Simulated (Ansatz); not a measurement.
Program: Ansatz. Geometries: PBE0-D4/def2-TZVP. ΔE: electronic, gas phase. CCSD(T)/CBS adds triple-zeta CCSD(T) − MP2 to the extrapolated MP2 energy (def2 sets, frozen cores). This one scheme is used for every species. Functionals use def2-TZVPP. One conformer a species, not always the lowest.

Reaction (ligand exchange at the Al–O bond): `[OH][Al]([OH])[SH]` + CH₃OH → `C[O][Al]([OH])[SH]` + H₂O

`[OH][Al]([OH])[SH]`:

Cartesian coordinates in Å:
```
O -0.521 1.042 -0.923
Al 0.079 -0.146 0.118
O 1.288 -1.264 -0.250
S -0.770 -0.257 2.107
H -0.234 1.194 -1.821
H 1.755 -1.340 -1.078
H -1.597 0.772 1.847
```

CH₃OH:

Z-matrix (Å, degrees):
```
C
O 1 1.409
H 1 1.097 2 112.4
H 1 1.090 2 107.0 3 -118.5
H 1 1.097 2 112.4 3 123.0
H 2 0.959 1 108.5 3 -61.6
```

`C[O][Al]([OH])[SH]`:

Z-matrix (Å, degrees):
```
C
O 1 1.397
H 1 1.095 2 110.0
H 1 1.095 2 110.0 3 118.9
H 1 1.097 2 112.7 3 -120.6
Al 2 1.673 1 135.4 3 119.5
S 6 2.183 2 118.3 1 0.2
O 6 1.685 2 117.7 1 -179.8
H 7 1.344 6 93.7 2 179.9
H 8 0.954 6 124.7 2 180.0
```

H₂O:

```xyz
3

O     0.072    0.295    0.243
H    -0.713   -0.256    0.210
H     0.641   -0.039   -0.454
```

| species | BHLYP energy (Eh) |
| --- | --- |
| `[OH][Al]([OH])[SH]` | -793.06189 |
| CH₃OH | -115.70722 |
| `C[O][Al]([OH])[SH]` | -832.34322 |
| H₂O | -76.42312 |

**Question.** Work out ΔE.

**Answer.** ΔE = (-832.34322) + (-76.42312) − (-793.06189) − (-115.70722) = 0.00277 Eh = +0.08 eV. CCSD(T)/CBS gives +0.03 eV.

Largest T1 diagnostic among the species: 0.012.

Leaving LDA and LC-ωPBE aside and taking each functional with its dispersion term where it has one, the values, not all of them listed here, spread over 0.04 eV, from BHLYP-D4 to B97M-V. In def2-TZVPP, CCSD(T) changes the Hartree–Fock value by −0.03 eV (the triples alone add −0.01 eV) and MP2 by −0.04 eV.
